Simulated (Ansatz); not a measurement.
`[SiH3]/C=N\[SiH3]`, relaxed with RKS PBE-D4/def2-SVP in Ansatz 0.2.0 from a rough embedded geometry. The force threshold is 0.03 eV/Å; the program also tests the step.

The species carries charge 0 and has multiplicity 1.

Start:

```xyz
11

Si   -0.718   -1.470   -0.131
C     0.767   -0.570   -0.782
N     1.195    0.619   -0.586
Si    0.359    1.809    0.535
H    -2.010   -0.838   -0.562
H    -0.766   -2.910   -0.735
H    -0.733   -1.642    1.341
H     1.346   -1.174   -1.432
H     0.331    1.162    1.872
H    -0.956    1.987   -0.025
H     1.184    3.028    0.505
```

Task: By how much does the energy fall, and how many steps does the optimiser take? (An estimate is asked.)

Result: Computed: 29.76 kJ/mol, in 6 steps.

Task: Which bonds change most? (An estimate is asked.)

Result: The calculation gave: Si1–C2 from 1.855 to 1.930 Å; Si4–H10 from 1.441 to 1.509 Å; C2–H8 from 1.059 to 1.123 Å; N3–Si4 from 1.836 to 1.773 Å.

Task: Give the relaxed structure. (Estimate.)

Result: Computed: 
```xyz
11

Si   -0.749   -1.548   -0.159
C     0.802   -0.616   -0.829
N     1.156    0.582   -0.549
Si    0.369    1.760    0.519
H    -1.986   -0.791   -0.565
H    -0.808   -2.951   -0.698
H    -0.690   -1.579    1.345
H     1.458   -1.187   -1.539
H     0.284    1.235    1.931
H    -1.021    2.080    0.028
H     1.187    3.015    0.515
```
